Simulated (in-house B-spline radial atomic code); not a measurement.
**Solving the quasi-particle equation for 4d up of the silver ion Ag⁶⁺**

Configuration [Kr] 4d5, highest spin, start PBE, empty levels kept to 490 hartree. Computed with an all-electron radial atomic-structure program (B-spline basis): all electrons, scalar-relativistic (spin-free one-electron X2C), finite nucleus, each spin shell either full or empty, empty states to l = 9 with an (l + 1/2)⁻⁴ tail; G0W0 by contour deformation at full frequency.

At the mean-field level ε = -97.586 eV the matrix elements are Σx = -44.595 eV, v_xc = -34.765 eV and Σc(ε) = -0.402 eV, and the slope of the correlation self-energy is dΣc/dω = -0.0362. The quasi-particle energy solves E = ε + Σx − v_xc + Σc(E).

**Question.** What does the linearised equation give?

**Answer.** Z = 1/(1 − dΣc/dω) = 1/1.0362 = 0.9651. The first-order shift is Σx − v_xc + Σc(ε) = -44.595 − (-34.765) + (-0.402) = -10.232 eV, so E ≈ ε + Z × shift = -97.586 + 0.9651 × (-10.232) = -107.461 eV.

**Question.** How does that compare with the full solution and with static screening?

**Answer.** Solving the equation at full frequency dependence gives E = -107.442 eV, where Σc = -0.026 eV and the weight is 0.961; the linearised value is off by 19 meV. Leaving Z out would give -107.818 eV. Static COHSEX puts -3.219 eV in place of Σc and gives -110.635 eV, 3.19 eV deeper.
